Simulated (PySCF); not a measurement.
[Yb(OH)2]+: one run

[Yb(OH)2]+ (singlet in the valence; each metal's 4f electrons, 13 of them, lie in its core potential, out of spins and levels). PySCF 2.14.0, RKS BLYP, Yb lcecp-1-SVP with ECP59, O def2-SVP, H def2-SVP; non-relativistic Hamiltonian with scalar-relativistic core potentials where named; density fitting; no spin-orbit coupling. Purpose: level BLYP.

```python
mol = gto.M(atom='''
Yb    -0.02021    -0.94650     0.07547
O      0.00159     0.20400     1.61612
H      0.01627     0.94489     2.23323
O      0.00159    -0.05467    -1.62803
H      0.01627     0.57908    -2.35475''',
    basis={'Yb': 'lcecp-1-SVP', 'O': 'def2-SVP', 'H': 'def2-SVP'},
    ecp={'Yb': 'lcecp-1-SVP'},
    charge=1, spin=0)
mf = dft.RKS(mol, xc='BLYP')
mf.grids.atom_grid = (75, 302)  # f atoms: unpruned, at least (60, 302)
mf = mf.density_fit()  # fitting sets: Yb AutoAux, O def2-universal-JKFIT, H def2-universal-JKFIT
mf.conv_tol = 1e-08; mf.max_cycle = 55
mf.kernel(dm0)  # dm0: converged density of the relaxed state
mf.nuc_grad_method().kernel()
```

Run from Python with OMP_NUM_THREADS=2; the lines above give its settings. Where DIIS fails, smearing, a level shift and second-order steps follow.
It took 2 s on 2 threads of AMD EPYC 9R45 96-Core Processor (Zen 5), with other jobs on the host, from an already converged density.

(1) Where do the frontier levels lie, over both spins?

(2) What does the SCF print?

(3) What are the Mulliken charges and spins?

(4) What forces act on the atoms (eV/Å)?

The geometry was relaxed with r2SCAN (Yb lcecp-1-SVP with ECP59, O def2-SVP, H def2-SVP).

An lcecp potential fixes the number of 4f electrons, so in runs with it no electron can move into or out of that shell.

Results:

(1) HOMO -12.03 eV, LUMO -8.24 eV. The 4f levels lie in the core potential and are missing.

(2) 
```
init E= -190.775553133764
cycle= 1 E= -190.77738140618  delta_E= -0.00183  |g|= 0.0684  |ddm|= 0.256
cycle= 2 E= -190.76950836961  delta_E= 0.00787  |g|= 0.203  |ddm|= 0.226
cycle= 3 E= -190.778684213187  delta_E= -0.00918  |g|= 0.016  |ddm|= 0.137
cycle= 4 E= -190.778774538983  delta_E= -9.03e-05  |g|= 0.00297  |ddm|= 0.0223
cycle= 5 E= -190.778776312318  delta_E= -1.77e-06  |g|= 0.000357  |ddm|= 0.00232
cycle= 6 E= -190.778776341719  delta_E= -2.94e-08  |g|= 2.79e-05  |ddm|= 0.000348
cycle= 7 E= -190.778776341969  delta_E= -2.49e-10  |g|= 8.62e-06  |ddm|= 3.82e-05
Extra cycle  E= -190.778776341862  delta_E= 1.07e-10  |g|= 2.43e-05  |ddm|= 2.17e-05
converged SCF energy = -190.778776341862
```

(3) 
```
atom  charge (e)  spin (e)
 Yb1       1.214     0.000
  O2      -0.328     0.000
  H3       0.221     0.000
  O4      -0.328     0.000
  H5       0.221     0.000
```
The spin of the 4f electrons in the core isn't counted.

(4) 
```
Yb  -0.01 -0.45  0.04
O   -0.01 -0.16  0.02
H    0.01  0.40  0.31
O    0.00 -0.14  0.00
H    0.01  0.35 -0.37
```
Forces carry noise of the integration grid, about 0.01 to 0.03 eV/Å.
